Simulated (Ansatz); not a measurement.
(HBe-mu-F)2 (Be2H2F2). Charge 0, multiplicity 3. Geometry PBE-D4/def2-TZVP, that of the neutral singlet; atoms count from 1.

```tsv
atom	x (Å)	y (Å)	z (Å)
Be1	-0.5972	-0.9170	0.1821
H2	-1.3175	-2.0237	0.4012
F3	-0.8201	0.4045	-0.6526
Be4	0.5970	0.9172	-0.1816
H5	1.3176	2.0236	-0.4014
F6	0.8202	-0.4047	0.6523
```

At PBE0-D4/def2-TZVP a singlet of charge 0 lies 6.58 eV below the triplet at the same geometry.

Question: Estimate the Mulliken populations from the PBE0/def2-TZVP orbitals of Ansatz.

Answer: 
| atom | charge (e) | spin (α − β) |
| --- | --- | --- |
| Be1 | 0.38 | 0.01 |
| H2 | -0.05 | 0.01 |
| F3 | -0.24 | 0.01 |
| Be4 | -0.20 | 1.33 |
| H5 | 0.35 | 0.65 |
| F6 | -0.24 | 0.01 |
Mulliken values depend strongly on the basis.

Question: Where does the spin sit?

Answer: Summed by element: Be 1.34, H 0.65, F 0.01, of 2 unpaired in all. Largest on single atoms: Be4 1.33, H5 0.65, H2 0.01.

Question: And the Mayer bond orders between heavy atoms (over 0.3)?

Answer: Be1–F3 0.64 (1.58 Å); Be1–F6 0.64 (1.58 Å); F3–Be4 0.63 (1.58 Å); Be4–F6 0.63 (1.58 Å).
